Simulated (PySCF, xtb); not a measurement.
C₂H₆N₂Si, SMILES C#C[SiH](N)N. Other conformers were not sampled.

Harmonic wavenumbers (cm⁻¹) from GFN2-xTB run with xtb 6.7.1 at its own minimum, in rising order: 109, 137, 161, 180, 240, 291, 308, 489, 522, 620, 652, 673, 682, 698, 785, 827, 866, 933, 1529, 1532, 2178, 2222, 3350, 3476, 3485, 3512, 3520.

Question: What does PySCF with PBE-D3(BJ)/def2-SVP give at its own minimum? (An estimate is asked for; the answer gives what the named calculation found.)

Answer: 123, 157, 211, 250, 329, 363, 371, 402, 442, 582, 688, 696, 732, 756, 793, 870, 871, 931, 1480, 1487, 2077, 2138, 3389, 3486, 3493, 3586, 3596. Paired by order, the mean absolute difference is 48 cm⁻¹ and the zero-point energies are 48.6 and 49.0 kcal/mol.
